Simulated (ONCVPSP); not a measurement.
## What one change does to a pseudopotential (C (Z = 6), ONCV)

C (Z = 6), optimised norm-conserving Vanderbilt (ONCV), made with ONCVPSP 4.0.1 (PBE, scalar-relativistic). Core [He], reference 2s2 2p1.5 (charge +0.5). Waves: 2s: rc 1.30 bohr, ncon 3, nbas 6, qcut 6.4 1/bohr, 2 projectors, debl 1.6 Ha; 2p: rc 1.55 bohr, ncon 3, nbas 6, qcut 8.4 1/bohr, 1 projector; d scattering state at 0.1 Ha: rc 1.65 bohr, ncon 3, nbas 6, qcut 5.2 1/bohr, 1 projector. Local part: polynomial inside 0.85 bohr (lpopt 5, dvloc0 4 Ha). Core correction: polynomial model core, fcfact 0.75.

Change: local potential polynomial inside 0.85 bohr (lpopt 5, dvloc0 -1.5 Ha).

Cutoffs: the cutoffs (Ha) at which the residual kinetic energy of the hardest occupied pseudo-wave falls to 1 and 0.1 mHa per electron; they do not see the model core or the augmentation charge, which bear on the density cutoff. Errors are all-electron minus pseudo energies relative to the spin-unpolarised reference configuration.

Problem. Predict the effect on cutoff, ghosts and configuration errors.

Solution. The potential gets neither clearly harder nor softer (22 Ha and 27 Ha → 22 Ha and 27 Ha); a bound ghost appears in d, which as a rule spoils a file; the errors of the 4 common tests hardly move. In the separable form a ghost depends on how the local part lies against the semilocal potential of the channel, so the choice of the local part can create or remove one.

```tsv
quantity	base	changed
cutoff, loose	22 Ha	22 Ha
cutoff, tight	27 Ha	27 Ha
bound ghosts	none	d
GHOST(+) flags under 300 eV	none	none
error for 2s2 2p2, meV [ΔE -3.96 eV]	+1.6	+1.7
error for 2s2 2p1, meV [ΔE 6.90 eV]	+4.3	+4.3
error for 2s2 2p0, meV [ΔE 31.05 eV]	+97	+97
error for 2s1 2p2, meV [ΔE 15.65 eV]	-4.1	-4.0
s: phases at 1.32 bohr within 0.05 rad from the reference energy up to (Ha; the scan ends near 5)	to the end of the scan	to the end of the scan
p: phases at 1.57 bohr within 0.05 rad from the reference energy up to (Ha; the scan ends near 5)	2.0	2.0
d: phases at 1.68 bohr within 0.05 rad from the reference energy up to (Ha; the scan ends near 5)	to the end of the scan	n/a
rms error of d²Exc/dni dnj with the model core, mHa	1.75	1.75
```

 A true bound ghost makes a file unfit for plane-wave use even where its test errors are small: the radial tests pick states by their node count and pass the ghost by.
